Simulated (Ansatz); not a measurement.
Reaction (formal exchange of groups at a C–C bond): `B/C(C)=C/C` + `[F][GeH]` → `[CH3][Ge][F]` + `B/C=C/C`

Isolated molecules relaxed with PBE0-D4/def2-TZVP in Ansatz; ΔE leaves out vibrations. CBS: MP2 limit from def2 TZ/QZ plus the TZ coupled-cluster correction, frozen cores. Double bonds are as drawn, so ΔE can hold a change between cis and trans. Functionals use def2-TZVPP. For Ge outer-core shells are correlated without core-valence functions, which leaves a few kJ/mol of doubt a bond. Scalar relativity is left out up to krypton.

| level | ΔE (eV) |
| --- | --- |
| PBE-D4 | -0.50 |
| HF/def2-TZVPP | -0.55 |
| CCSD(T)/def2-TZVPP | -0.51 |
| SCS-MP2/def2-QZVPP | -0.54 |

Task: What does CCSD(T)/CBS give? (Estimate.)

Result: Ansatz gave: -0.55 eV. The listed levels differ from it by 0.05, 0.00, 0.04, 0.01 eV.

Largest T1 diagnostic among the species: 0.014.

The D4 term adds +0.05 eV with B3LYP and +0.03 eV with PBE0; it sums over pairs of atoms, weighted by their polarisabilities, and B3LYP, whose exchange is more repulsive, gets the larger term.

B3LYP here is the variant with VWN-RPA as its local correlation; programs differ in this.
